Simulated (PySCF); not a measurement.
Compound: AlEt2Br, C₄H₁₀AlBr.
Cartesian coordinates in Å at the PBE0-D3(BJ)/def2-SVP level; atoms count from 1:
```xyz
16
C4H10AlBr angstrom
Al    -0.1285   -0.2495   -0.0116
C      1.8262   -0.3546   -0.0408
C      2.4696   -1.5093    0.7268
H      2.2264    0.6194    0.2965
H      2.1036   -0.4119   -1.1121
H      3.5640   -1.5340    0.5972
H      2.2723   -1.4423    1.8086
H      2.0764   -2.4839    0.3977
C     -1.2283    1.3474   -0.2792
C     -2.7237    1.1163   -0.4949
H     -0.7930    1.9247   -1.1165
H     -1.0633    1.9910    0.6071
H     -3.2805    2.0627   -0.5909
H     -2.9189    0.5279   -1.4053
H     -3.1724    0.5531    0.3382
Br    -1.2643   -2.1909    0.3458
```

A calculation gives these core lines: C 1s: 289.82 (area 2), 290.55 (area 2) eV; Al 1s: 1566.83 eV.

Level of theory: delta-SCF UKS SCAN, pcX-2 on the ionised atom, pcseg-1 elsewhere, spin-free X2C (PySCF). One conformer (not necessarily the lowest) at the PBE0-D3(BJ)/def2-SVP geometry, without solvent, vibrations or thermal averaging.

Question: Assign the C 1s lines to atoms.

Answer: 289.82 eV: C2/C9 (carbon bonded to Al, C and 2 H); 290.55 eV: C3/C10 (carbon bonded to C and 3 H). The listed C 1s values span 0.73 eV, from C2/C9 (bonded to C, 2 H and Al) to C3/C10 (bonded to C and 3 H).

Bonded neighbours of each site: Al1: Br and 2 C; C2/C9: C, 2 H and Al; C3/C10: C and 3 H.

Question: Which photon wavelength matches the C 1s of C2/C9 threshold?

Answer: λ = hc/E = 12398.42 eV Å / 289.82 eV = 42.780 Å.

One atom of each set of topologically equivalent atoms was ionised and stands for the set; in this conformer not all members are related by symmetry, and their own values weren't computed. No level of bromine is listed.
